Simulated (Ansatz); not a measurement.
```yaml
atoms:
  - { symbol: Si, position_ang: [-0.0100, -0.0008, 0.0791] }
  - { symbol: H, position_ang: [1.4176, 0.0053, -0.3659] }
  - { symbol: H, position_ang: [-0.7138, 1.2317, -0.3806] }
  - { symbol: H, position_ang: [-0.7144, -1.2348, -0.3806] }
```

Basis set: STO-3G (spherical functions). Frozen core: 5 orbitals. Charge 0, multiplicity 2.

Computed with Ansatz (development build ahead of 0.2.0); each method stands on the lowest determinant of its kind that the runs found.

The atomization energy at this shape (free ground-state atoms in the same class of orbitals less the molecule, no zero-point energy) of doublet SiH3:

```tsv
method	atomization energy
UHF	10.99 eV
```

Problem. What does UHF-MP2 give?

Solution. 11.75 eV.

This basis has no polarisation functions and is too small for such energies, which can lie far from measured ones in either direction.
